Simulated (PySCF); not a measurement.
## Working out the ionisation energy of O⁴⁺

O⁴⁺ [He] 2s2 (1S) → O⁵⁺ [He] 2s1 (2S). Computed with PySCF 2.14 in an even-tempered Gaussian basis (18 s from 0.3 bohr⁻², ratio 2.2; 9 p from 0.53 bohr⁻², ratio 2.4; 6 d from 1.6 bohr⁻², ratio 2.4; 5 f from 2.4 bohr⁻², ratio 2.4; 5 g from 3.6 bohr⁻², ratio 2.4), with no relativity, point nucleus. Frozen: nothing; the 11 highest virtual orbitals dropped. Energies in hartree (1 hartree = 27.21139 eV):

```
             part  O⁴⁺ (lower)  O⁵⁺ (upper)
              UHF   -68.257683   -64.178177
MP2 opposite-spin    -0.109205    -0.046417
    MP2 same-spin    -0.002850    -0.001530
```

Q: What does Hartree-Fock give?

A: (-64.178177) − (-68.257683) = 4.079506 hartree = 111.009 eV.

Q: What do MP2 and SCS-MP2 (6/5 opposite-spin, 1/3 same-spin) give?

A: The opposite-spin parts differ by 1.709 eV and the same-spin parts by 0.036 eV. MP2: 111.009 + (1.709) + (0.036) = 112.754 eV. SCS-MP2: 111.009 + 1.2 × (1.709) + (0.036)/3 = 113.072 eV.

Measured between the centres of the two terms (NIST): 113.899 eV, so MP2 (all electrons) is off by -1.145 eV.

What remains against the reference includes basis incompleteness and correlation beyond second order.
